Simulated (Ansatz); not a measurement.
Ideal-gas functions of `[OH][Hf]([F])([F])[F]` at 800 K and 1 bar, from an Ansatz frequency run at PBE0-D4/def2-TZVP.

Molar mass 252.49 g/mol, point group C3v (symmetry number 3), electronic degeneracy 1, moments of inertia 181.68, 181.749, 182.739 u Å². Harmonic wavenumbers (cm⁻¹, unscaled): 160, 160, 170, 173, 173, 226, 226, 640, 640, 654, 731, 4022.

Use S(trans) = R[1.5 ln M + 2.5 ln T − 1.1517]; rotational temperatures θ = 24.2544 K / I; S(rot) = R[ln(√π/σ · √(T³/θAθBθC)) + 1.5]; for each mode x = 1.438777 ν̃/T, S = R[x/(eˣ − 1) − ln(1 − e⁻ˣ)] and H = RT x/(eˣ − 1); 1 cm⁻¹ = 0.0119627 kJ/mol; R = 8.31446 J/(mol·K).

**Question.** By hand: the entropy, in J/(mol·K).

**Answer.** Translation 198.4. Rotation: θ = 0.1335, 0.1334, 0.1327 K, giving 116.6. Vibration, mode by mode: 18.70, 18.70, 18.20, 18.06, 18.06, 15.86, 15.86, 7.59, 7.59, 7.43, 6.61, 0.05, in all 152.7. Electronic 0.0. Sum 467.7 J/(mol·K).

**Question.** By hand: H − E and G − E in kJ/mol, counted from the electronic energy.

**Answer.** Zero-point energy ½ × 7975 × 0.0119627 = 47.7; thermal vibration 53.1; translation, rotation and pV give 4 RT = 26.6. H − E = 127.4 kJ/mol, and G − E = 127.4 − 800 × 467.7/1000 = -246.8 kJ/mol.

Vibration gives 33 % of the entropy. The sum counts one conformer and one mirror image; others add a mixing term.
